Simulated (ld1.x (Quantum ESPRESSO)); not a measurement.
Br, ultrasoft: configuration errors across variants

```json
{
 "Element": "Br",
 "Generator": "ld1.x (Quantum ESPRESSO) 7.5",
 "Type": "ultrasoft",
 "Functional": "PBE",
 "Relativity": "scalar-relativistic",
 "Frozen core": "[Ar]",
 "Valence charge": "17",
 "Reference configuration": "3d10 4s2 4p5",
 "Partial waves": "4s (bound): rcut 1.35, rcutus 1.55 bohr; 4s channel at -0.85 Ry: rcut 1.35, rcutus 1.55 bohr; 4p (bound): rcut 1.40, rcutus 1.75 bohr; 4p channel at 0.1 Ry: rcut 1.40, rcutus 1.75 bohr; 3d (bound): rcut 0.85, rcutus 0.95 bohr; 3d channel at -3.05 Ry: rcut 0.85, rcutus 0.95 bohr",
 "Local potential": "all-electron potential smoothed inside 0.85 bohr (lloc = -1)",
 "Core correction": "Bessel-smoothed model core, default radius (core density twice the valence density)",
 "Augmentation charge": "built from norm-conserving waves at rcut, not smoothed further"
}
```

All-electron excitation energies from the reference (eV): (1) 3d10 4s2 4p4 12.554; (2) 3d10 4s2 4p3 35.314; (3) 3d10 4s2 4p2 69.297; (4) 3d10 4s2 4p5.3 -1.963; (5) 3d10 4s2 4p1 115.321; (6) 3d10 4s1 4p5 25.558; (7) 3d10 4s2 4p4.5 5.075.

1 further variants failed, have other tests or too few solved ones, and are left out.

A true bound ghost makes a file unfit for plane-wave use even where its test errors are small: the radial tests pick states by their node count and pass the ghost by.

Errors AE − PS in meV (a dash: test not solved or not reliable):

```tsv
change	(1)	(2)	(3)	(4)	(5)	(6)	(7)	bound ghosts
base	-2.0	-4.4	-5.9	+0.4	-4.0	-3.8	-0.9	s
all radii but the core radius scaled by about 0.86 (s 1.34, p 1.50, d 0.82 bohr, rcut 1.16/1.20/0.74); local potential all-electron potential smoothed inside 0.74 bohr (lloc = -1)	-2.0	-4.7	-7.5	+0.4	-9.1	-3.8	-0.9	s, p
all radii but the core radius scaled by about 1.08 (s 1.68, p 1.88, d 1.02 bohr, rcut 1.46/1.52/0.92); local potential all-electron potential smoothed inside 0.92 bohr (lloc = -1)	-2.0	-4.0	-4.1	+0.4	+1.1	-4.3	-0.9	s
all radii but the core radius scaled by about 1.15 (s 1.78, p 2.02, d 1.10 bohr, rcut 1.56/1.60/0.98); local potential all-electron potential smoothed inside 0.98 bohr (lloc = -1)	-1.9	-3.4	-1.1	+0.3	–	–	–	s
all radii but the core radius scaled by about 1.37 (s 2.12, p 2.40, d 1.30 bohr, rcut 1.86/1.92/1.16); local potential all-electron potential smoothed inside 1.16 bohr (lloc = -1)	-2.1	-4.1	-4.9	+0.4	–	–	–	s
```

(1) Give the same row for: all radii but the core radius scaled by about 1.28 (s 1.98, p 2.24, d 1.22 bohr, rcut 1.72/1.80/1.08); local potential all-electron potential smoothed inside 1.08 bohr (lloc = -1).

Results:

(1) -2.0, -3.9, -3.2, +0.4, +2.2, -8.6, -0.9; bound ghosts: s.
